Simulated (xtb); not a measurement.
xtb input:

```bash
xtb mol.xyz --gfn 2 --sp --chrg -1 --uhf 0
```
mol.xyz:
```
7

Si     0.26100997    -0.13447417    -0.93505675
Br    -0.32797118     0.37094639     1.32338776
O      0.75234544     1.13268585    -1.66098157
O     -1.10632530    -0.90246041    -1.50232923
O      1.27310125    -1.43909944    -0.70222426
H     -1.62754562    -0.26937040    -2.00378101
H      2.09942589    -1.16012317    -0.29971574
```

Question: Which total energy does the run end on?

Answer: -19.46345 Eh (GFN2-xTB).

It need not be the lowest isomer of its formula. Whether it binds its extra electron was not tested at this geometry.
